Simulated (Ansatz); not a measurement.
`BO[SiH2]S` + H₂ → `BO[SiH3]` + H₂S at 600 K and 1 bar (hydrogenolysis of the Si–S bond).

Calculated with Ansatz (gas phase, PBE0-D4/def2-TZVP geometries, no zero-point term in ΔE). CCSD(T)/CBS adds triple-zeta CCSD(T) − MP2 to the extrapolated MP2 energy (def2 sets, frozen cores). This one scheme is used for every species. One conformer a species, not always the lowest.

```tsv
species	CCSD(T)/CBS energy (Eh)	H − E (kJ/mol)	S (J/(mol·K))
`BO[SiH2]S`	-789.92994	195.7	422.0
H₂	-1.17544	43.9	150.8
`BO[SiH3]`	-392.11480	178.4	358.6
H₂S	-398.97279	60.8	230.9
```

H − E and S are ideal-gas, rigid-rotor, harmonic terms from PBE0-D4/def2-TZVP, for one conformer and one mirror image of each species. The MP2-based limit puts H₂ 0.8 mEh under its directly extrapolated value; such offsets cancel only in part. 1 Eh = 2625.50 kJ/mol, R = 8.31446 J/(mol·K).

**Question.** By hand: ΔE, ΔH, ΔS and ΔG.

**Answer.** ΔE = (-392.11480) + (-398.97279) − (-789.92994) − (-1.17544) = 0.01779 Eh = 46.7 kJ/mol. Δ(H − E) = 178.4 + 60.8 − 195.7 − 43.9 = -0.4, so ΔH = 46.3 kJ/mol. ΔS = 358.6 + 230.9 − 422.0 − 150.8 = 16.7 J/(mol·K). ΔG = 46.3 − 600 × (16.7)/1000 = 36.3 kJ/mol.

**Question.** By hand: the equilibrium constant, and the temperature at which ΔG would vanish if ΔH and ΔS stayed fixed.

**Answer.** log₁₀ K = −ΔG/(RT ln 10) = -3.2. ΔG = 0 at ΔH/ΔS = 2772 K, far beyond where these terms or the molecules hold.

ΔH outweighs TΔS. A doubt of 5 kJ/mol in ΔE shifts log₁₀ K by 0.4 here. Other conformers and mirror images would add mixing entropy, several J/(mol·K) or more a flexible species. Modes under 60 cm⁻¹, often nearly free rotors, make the harmonic entropy too high. These are equilibria of isolated gas molecules and say nothing of rates. Largest T1 diagnostic: 0.013 (customary marks: 0.02 for closed shells, 0.045 for open ones).
